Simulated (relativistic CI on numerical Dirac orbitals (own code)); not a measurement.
## W3+: O2,3 absorption edge

Computed with this model: Dirac-Coulomb-Breit CI, orbitals from a KLI potential per configuration, model QED, valence Slater integrals scaled by 0.8, multiplet model of core-to-valence dipole absorption; configurations [Xe] 4f14 5d3 → [Kr] 4d10 4f14 5s2 5p5 5d4; 300 K; Lorentzian 1 eV and Gaussian 0.3 eV FWHM. Energies are those of the free ion, without screening or charge transfer. The branching ratio is the share of the lower-energy edge in the whole absorption, uncertain by about 0.02 where the edges overlap. S is read from ⟨S²⟩ = S(S + 1).

Field parameters in Wybourne normalisation: D3d B²₀ = −7Dσ, B⁴₀ = −14Dq − 21Dτ, B⁴₃ = −14√(10/7) Dq; D4h B²₀ = −7Ds, B⁴₀ = 21(Dq − Dt), B⁴₄ = 21√(5/14) Dq; Td as Oh with Dq negative (B⁴₀ = 21Dq, B⁴₄ = √(5/14) B⁴₀). The field is a parameter set, without covalency.

Computed curve for free ion, scaled to 100 at the maximum (points under 2 are left out and the grid is thinned):

Energy (eV), Intensity and a bar:
```
    36.50        2.1 
    37.00        2.6 
    37.25        2.9 
    37.75        3.8 #
    38.00        4.5 #
    38.50        5.7 #
    38.75        6.6 #
    39.25        9.4 ##
    39.50       10.6 ###
    40.00       14.3 ####
    40.25       18.4 #####
    40.75       36.7 ###########
    41.00       54.0 ################
    41.50       75.5 ######################
    41.75       67.8 ####################
    42.25       70.1 #####################
    42.50       72.0 #####################
    43.00       53.2 ################
    43.25       45.1 #############
    43.75       35.3 ##########
    44.25       33.2 ##########
    44.50       34.9 ##########
    45.00       52.8 ################
    45.25       68.9 ####################
    45.75      100.0 ##############################
    46.00       91.8 ############################
    46.50       47.5 ##############
    46.75       37.7 ###########
    47.25       31.0 #########
    47.50       27.5 ########
    48.00       21.3 ######
    48.25       19.0 #####
    48.75       12.0 ###
    49.00        9.8 ##
    49.50        8.5 ##
    49.75        9.1 ##
    50.25       12.9 ###
    50.50       15.9 ####
    51.00       18.1 #####
    51.25       18.3 #####
    51.75       21.0 ######
    52.25       26.2 #######
    52.50       27.8 ########
    53.00       27.2 ########
    53.25       33.3 ##########
    53.75       50.9 ###############
    54.00       44.4 #############
    54.50       27.3 ########
    54.75       23.3 #######
    55.25       16.4 ####
    55.50       13.5 ####
    56.00        8.5 ##
    56.25        6.9 #
    56.75        5.0 #
    57.00        4.1 #
    57.50        3.0 
    57.75        2.9 
    58.25        3.0 
    58.50        3.0 
    59.00        2.1
```

The ground state has S = 1.43, and the centroid lies at 46.39 eV.
